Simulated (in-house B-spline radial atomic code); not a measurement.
## Ionising Br⁵⁺ with different functionals

Computed with an all-electron radial atomic-structure program (B-spline basis): four-component Dirac-Coulomb Hamiltonian, Fermi nucleus of rms radius 4.1629 fm, spin-restricted, spherical fractional occupations for the functionals, and exact exchange of hybrids averaged over the configuration. The ionisation energy is the difference of two self-consistent energies, [Ar] 3d10 4s2 → [Ar] 3d10 4s1, without Breit or QED terms; ε is the level of the shell that loses the electron (mean over j).

```
   method                    rung  ΔSCF (eV)  -ε(4s) (eV)
    B3LYP           global hybrid      88.43        82.47
BHandHLYP           global hybrid      87.56        83.92
CAM-B3LYP  range-separated hybrid          ?            ?
    HSE06  range-separated hybrid          ?            ?
```

Problem. What does HSE06 give?

Solution. ΔSCF 88.03 eV, and -ε(4s) = 82.17 eV.

Problem. What does CAM-B3LYP give?

Solution. ΔSCF 88.39 eV, and -ε(4s) = 84.31 eV.

Problem. Among the functionals, which spreads more, the ΔSCF values or the orbital energies?

Solution. The orbital energies: ΔSCF values span about 0.87 eV and the orbital energies 2.15 eV.

Problem. How do they compare with the NIST value?

Solution. NIST lists 87.39 eV ± 0.025 (measured, ground level to ground level). Errors run from +0.17 to +1.04 eV; BHandHLYP is closest (+0.17 eV), but part of that can be cancellation, since the calculations leave out Breit-QED terms, spin polarisation.
